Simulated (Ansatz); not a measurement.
CdB9. The state is a doublet with charge 0. Geometry PBE-D4/def2-SVP.

```xyz
10

Cd    2.4199   -2.8547    2.1344
B     0.9164    0.1086    1.0019
B    -0.9494   -1.0013   -1.1662
B     0.1336   -1.3536   -0.0634
B    -0.5451    2.3402   -0.2185
B     1.2041   -1.4191    1.0636
B     0.4407    1.5955    0.7257
B    -0.4784    0.5655   -0.4239
B    -1.4848    1.7572   -1.3203
B    -1.6571    0.2618   -1.7334
```

In the def2 sets Cd takes a core potential; there is no spin–orbit coupling. Another isomer (doublet) lies 0.21 eV lower at PBE0-D4/def2-TZVP; other spin states weren't run for this one.

Question: Estimate the α-spin orbital energies around the gap (eV) in Ansatz with PBE-D4/def2-TZVP, r2SCAN-D4/def2-TZVP, PBE0-D4/def2-TZVP.

Answer: 
```json
{"orbital": "HOMO−9", "PBE-D4/def2-TZVP": "-9.15", "r2SCAN-D4/def2-TZVP": "-9.51", "PBE0-D4/def2-TZVP": "-10.47"}
{"orbital": "HOMO−8", "PBE-D4/def2-TZVP": "-8.20", "r2SCAN-D4/def2-TZVP": "-8.44", "PBE0-D4/def2-TZVP": "-9.31"}
{"orbital": "HOMO−7", "PBE-D4/def2-TZVP": "-8.02", "r2SCAN-D4/def2-TZVP": "-8.29", "PBE0-D4/def2-TZVP": "-9.12"}
{"orbital": "HOMO−6", "PBE-D4/def2-TZVP": "-7.89", "r2SCAN-D4/def2-TZVP": "-8.18", "PBE0-D4/def2-TZVP": "-9.06"}
{"orbital": "HOMO−5", "PBE-D4/def2-TZVP": "-7.82", "r2SCAN-D4/def2-TZVP": "-8.12", "PBE0-D4/def2-TZVP": "-9.00"}
{"orbital": "HOMO−4", "PBE-D4/def2-TZVP": "-6.79", "r2SCAN-D4/def2-TZVP": "-6.99", "PBE0-D4/def2-TZVP": "-7.90"}
{"orbital": "HOMO−3", "PBE-D4/def2-TZVP": "-6.24", "r2SCAN-D4/def2-TZVP": "-6.35", "PBE0-D4/def2-TZVP": "-6.93"}
{"orbital": "HOMO−2", "PBE-D4/def2-TZVP": "-5.88", "r2SCAN-D4/def2-TZVP": "-6.01", "PBE0-D4/def2-TZVP": "-6.76"}
{"orbital": "HOMO−1", "PBE-D4/def2-TZVP": "-5.73", "r2SCAN-D4/def2-TZVP": "-5.81", "PBE0-D4/def2-TZVP": "-6.35"}
{"orbital": "HOMO", "PBE-D4/def2-TZVP": "-5.36", "r2SCAN-D4/def2-TZVP": "-5.60", "PBE0-D4/def2-TZVP": "-6.06"}
{"orbital": "LUMO", "PBE-D4/def2-TZVP": "-4.50", "r2SCAN-D4/def2-TZVP": "-4.42", "PBE0-D4/def2-TZVP": "-3.91"}
{"orbital": "LUMO+1", "PBE-D4/def2-TZVP": "-3.10", "r2SCAN-D4/def2-TZVP": "-2.97", "PBE0-D4/def2-TZVP": "-2.40"}
{"orbital": "LUMO+2", "PBE-D4/def2-TZVP": "-1.90", "r2SCAN-D4/def2-TZVP": "-1.68", "PBE0-D4/def2-TZVP": "-1.33"}
{"orbital": "LUMO+3", "PBE-D4/def2-TZVP": "-1.83", "r2SCAN-D4/def2-TZVP": "-1.62", "PBE0-D4/def2-TZVP": "-1.02"}
{"orbital": "LUMO+4", "PBE-D4/def2-TZVP": "-1.71", "r2SCAN-D4/def2-TZVP": "-1.44", "PBE0-D4/def2-TZVP": "-0.96"}
{"orbital": "LUMO+5", "PBE-D4/def2-TZVP": "-1.46", "r2SCAN-D4/def2-TZVP": "-1.18", "PBE0-D4/def2-TZVP": "-0.52"}
{"orbital": "β HOMO", "PBE-D4/def2-TZVP": "-5.64", "r2SCAN-D4/def2-TZVP": "-5.72", "PBE0-D4/def2-TZVP": "-6.26"}
{"orbital": "β LUMO", "PBE-D4/def2-TZVP": "-4.61", "r2SCAN-D4/def2-TZVP": "-4.44", "PBE0-D4/def2-TZVP": "-3.93"}
```
